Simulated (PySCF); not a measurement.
Species: C2H7O2PSi.
Z-matrix (Å and degrees, PBE0-D3(BJ)/def2-SVP geometry), rows numbered from 1:
```
C 
C   1  1.4965
O   2  1.2056  1  125.66
O   2  1.3412  1  112.88  3   179.80
Si  4  1.7209  2  116.41  1  -179.57
P   5  2.2540  4  102.18  2  -176.63
H   1  1.0995  2  109.71  3   124.37
H   1  1.0954  2  110.03  3     2.58
H   1  1.1001  2  109.38  3  -118.51
H   5  1.4879  4  109.32  2    62.04
H   5  1.4876  4  110.41  2   -61.24
H   6  1.4293  5   93.87  4   -80.60
H   6  1.4311  5   91.88  4  -174.15
```

Jobs on this species (13 atoms, 64 electrons) with PySCF (density fitting). Hardware of each: Arm Neoverse V2, one thread (shared host). Other jobs ran on the host; a repeat could differ by tens of per cent or more. Peak memory is the resident size of the whole Python process, interpreter and libraries included.

Task: Rank these jobs by wall time, shortest first.
A. B3LYP/def2-TZVP; spin–spin couplings from 11 perturbed nuclei, spin–dipole term for 2 of them; 240 basis functions
B. B3LYP/6-31G*; spin–spin couplings from 11 perturbed nuclei, spin–dipole term for 2 of them; 106 basis functions
C. PBE0/6-31G; shieldings, charges and field gradients; 76 basis functions

Result: C (7.2 s), B (14 s), A (53 s).

All jobs:

```
                level and settings                                                                          work  basis functions  SCF cycles  wall time  peak memory
                        PBE0/6-31G                                       shieldings, charges and field gradients               76          13      7.2 s     0.48 GiB
                BHandHLYP/pcSseg-1                                                                    shieldings              151          13       13 s     0.80 GiB
                      B3LYP/6-31G*  spin–spin couplings from 11 perturbed nuclei, spin–dipole term for 2 of them              106          14       14 s     0.65 GiB
                     PBE0/pcSseg-1                                                                    shieldings              151          14       14 s     0.82 GiB
                    B97-2/pcSseg-1                                                                    shieldings              151          14       14 s     0.86 GiB
                CAM-B3LYP/pcSseg-1                                                                    shieldings              151          14       19 s     0.88 GiB
PBE0-D3(BJ)/def2-SVP, grid level 1                  geometry optimisation from a GFN2-xTB start shaken at random              127          52       51 s     0.52 GiB
                   B3LYP/def2-TZVP  spin–spin couplings from 11 perturbed nuclei, spin–dipole term for 2 of them              240          14       53 s     0.95 GiB
                     B3LYP/cc-pVTZ  spin–spin couplings from 11 perturbed nuclei, spin–dipole term for 2 of them              286          14       67 s      1.1 GiB
```

Task: What do all jobs in the table cost together?

Result: About 4.2 min; the longest takes about 27 % of that, and about 9.3 times as long as the shortest.
